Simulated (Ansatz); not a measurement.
`C[O][Al]([NH2])[NH2]` and `C[O][Al]([NH2])[O]C` differ in one atom or group.

Ansatz, PBE0-D4/def2-TZVP geometries, multiplicity 1. Each molecule was computed in one conformer, which needn't be the lowest.

| property | `C[O][Al]([NH2])[NH2]` |
| --- | --- |
| HOMO–LUMO gap (ωB97M-V/def2-TZVPP) / eV | 10.92 |
| LUMO energy (ωB97M-V/def2-TZVPP) / eV | 1.63 |
| HOMO energy (PBE0/def2-TZVPP) / eV | -6.90 |
| LUMO energy (PBE0/def2-TZVPP) / eV | 0.17 |
| size of the dipole moment (ωB97M-V/def2-TZVPP) / D | 1.18 |
| size of the dipole moment (B3LYP/def2-TZVPP) / D | 1.18 |

Problem. Give the same properties after the change, and the shifts. (Best estimate.)

Solution. Computed: 
```
                                          property  `C[O][Al]([NH2])[O]C`  shift
           HOMO–LUMO gap (ωB97M-V/def2-TZVPP) / eV                  11.10   0.18
             LUMO energy (ωB97M-V/def2-TZVPP) / eV                   1.59  -0.04
                HOMO energy (PBE0/def2-TZVPP) / eV                  -7.12  -0.22
                LUMO energy (PBE0/def2-TZVPP) / eV                   0.07  -0.10
size of the dipole moment (ωB97M-V/def2-TZVPP) / D                   0.67  -0.51
  size of the dipole moment (B3LYP/def2-TZVPP) / D                   0.64  -0.54
```

With PBE0 the HOMO falls by 0.22 eV and the LUMO falls by 0.10 eV, so the gap widens by about 0.12 eV. PBE moves the HOMO by -0.23 eV and ωB97M-V by -0.24 eV. Dipoles are sizes alone; their direction can turn.

B3LYP here is the variant with VWN-RPA as its local correlation; programs differ in this.
